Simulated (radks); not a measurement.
Problem. Re22+, configuration [Kr] 4d10 4f7. Calculated with a radial shooting solver on a logarithmic mesh with Libxc functionals: Dirac Kohn-Sham, relativistic LDA (MacDonald-Vosko exchange, VWN5 correlation), spin-unpolarised, spherical densities, finite nucleus; open shells fill j = l - 1/2 first; Fermi nuclear charge, rms radius 5.3698 fm.

Spin-orbit splittings of the eigenvalues, e(l+1/2) - e(l-1/2), with zeta = 2 splitting/(2l+1) and mean radii in bohr:

shell  occ.  splitting (eV)  zeta (eV)  <r> j=l-1/2  <r> j=l+1/2
2p        6               ?          ?      0.06269      0.07072
3p        6           309.7      206.4       0.1873       0.2020
3d       10           67.58      27.03       0.1765       0.1810
4p        6           78.66      52.44       0.4317       0.4603
4d       10           15.51      6.206       0.4627       0.4714
4f        7           3.618      1.034       0.4666       0.4704

Estimate the 2p splitting.

Solution. 1421 eV (zeta = 947.4 eV).
